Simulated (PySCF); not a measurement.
Working out the ionisation energy of Br⁺

Br⁺ [Ar] 3d10 4s2 4p4 (3P) → Br²⁺ [Ar] 3d10 4s2 4p3 (4S). Computed with PySCF 2.14 in dyall-av2z (16s12p8d, 92 functions), with the non-relativistic Hamiltonian (point nucleus). Frozen: [Ar] 3d10; the 39 highest virtual orbitals dropped. Energies in hartree (1 hartree = 27.21139 eV):

| part | Br⁺ (lower) | Br²⁺ (upper) |
| --- | --- | --- |
| UHF | -2572.018927 | -2571.276174 |
| MP2 opposite-spin | -0.063198 | -0.048922 |
| MP2 same-spin | -0.020436 | -0.017617 |

Task: What does Hartree-Fock give?

Result: (-2571.276174) − (-2572.018927) = 0.742753 hartree = 20.211 eV.

Task: What do MP2 and SCS-MP2 (6/5 opposite-spin, 1/3 same-spin) give?

Result: The opposite-spin parts differ by 0.388 eV and the same-spin parts by 0.077 eV. MP2: 20.211 + (0.388) + (0.077) = 20.676 eV. SCS-MP2: 20.211 + 1.2 × (0.388) + (0.077)/3 = 20.702 eV.

Measured between the centres of the two terms (NIST): 21.409 eV, so MP2 (valence) is off by -0.733 eV.

The calculation is non-relativistic.

A double-zeta basis recovers only part of the correlation energy.

What remains against the reference includes basis incompleteness, the frozen core and correlation beyond second order.
